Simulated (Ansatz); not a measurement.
Species: sum formula BNH5, net charge 1, singlet state. It need not be the lowest isomer of its formula. 
Geometry from a B3LYP-D3(BJ)/def2-TZVP (Ansatz, a first-principles code) optimisation:
SMILES: B[NH3+]
```xyz
7

B     -0.9073     0.0420     0.1466
N      0.6244    -0.0274    -0.0870
H     -1.4665    -0.9934     0.1368
H     -1.3564     1.1212     0.2798
H      1.1357     0.7814     0.2790
H      1.0510    -0.8833     0.2824
H      0.8017    -0.0441    -1.1023
```
Charge +1, spin multiplicity 1.

Parts of the frozen-core correlation energy in STO-3G (Ansatz, hartree). Frozen orbitals: 2; correlated occupied orbitals by spin: 6 and 6; virtual: 7 and 7. Spin-orbit coupling is left out. No relativistic terms.

```
term                           value
-------------------------  ---------
reference (HF)             -80.84152
MP2 opposite-spin                [?]
MP2 same-spin               -0.00887
CCSD correlation                 [?]
(T)                              [?]
FCI minus CCSD(T)           -0.00031
T1 diagnostic                  0.005
largest doubles amplitude      0.072
```

Problem. Fill in the missing entries.

Solution. 
- MP2 opposite-spin, value: -0.08206
- CCSD correlation, value: -0.11955
- (T), value: -0.00073
